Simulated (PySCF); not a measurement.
# How the method changes the shape and vibrations of BClH3NSi

These are calculations, not measurements. They come from PySCF 2.14.0, an open-source quantum chemistry program, on an isolated molecule that a program drew, which may never have been made. The molecule is BClH3NSi (charge 0, singlet), drawn as the SMILES string `NB[Si]Cl`.

The geometry was optimised and harmonic frequencies were computed with HF and MP2, all in the cc-pV(D+d)Z basis, for the commonest isotopes, with a restricted reference for singlets and an unrestricted one otherwise, and a frozen core in MP2. Each result is a local minimum of its method.

Geometry at the HF minimum:
```xyz
7
BClH3NSi, angstrom
N    -0.2970    0.7824    0.9453
B    -1.1241   -0.1287    1.5910
Si   -3.1904   -0.0711    1.5527
Cl   -3.4047   -1.6235    0.1175
H     0.7004    0.7161    0.9719
H    -0.6216    1.5376    0.3778
H    -0.5963   -0.9973    2.2427
```

Lengths of the bonds as drawn, in Å (atoms numbered as above):
| bond | HF | MP2 |
|---|---|---|
| N1-B2 | 1.390 | 1.399 |
| B2-Si3 | 2.068 | 2.060 |
| Si3-Cl4 | 2.125 | 2.114 |
| N1-H5 | 1.000 | 1.016 |
| N1-H6 | 0.999 | 1.014 |
| B2-H7 | 1.207 | 1.214 |

Rotational constants, in GHz:
| constant | HF | MP2 |
|---|---|---|
| A | 8.885 | 8.744 |
| B | 2.286 | 2.341 |
| C | 1.949 | 1.982 |

Harmonic frequencies in cm^-1, each column in rising order, so a row needn't be the same motion in every method:
| rank | HF | MP2 |
|---|---|---|
| 1 | 64 | 61 |
| 2 | 158 | 148 |
| 3 | 221 | 198 |
| 4 | 483 | 491 |
| 5 | 527 | 518 |
| 6 | 601 | 589 |
| 7 | 619 | 601 |
| 8 | 920 | 861 |
| 9 | 961 | 932 |
| 10 | 1209 | 1142 |
| 11 | 1388 | ? |
| 12 | 1765 | 1636 |
| 13 | 2643 | 2603 |
| 14 | 3803 | 3610 |
| 15 | 3900 | 3721 |

**Estimate the missing MP2 frequency from the HF column.**

A single factor s that minimises the squared misfit of MP2 against s times HF over the other rows is sum(HF x MP2) / sum(HF^2) = 0.9559, with an rms misfit of 29 cm^-1. For rank 11 it gives 0.9559 x 1388 = 1327 cm^-1. The calculation gives 1348 cm^-1, 21 cm^-1 above the estimate. The drawn bonds are on average 0.6 % longer in MP2 than in HF.
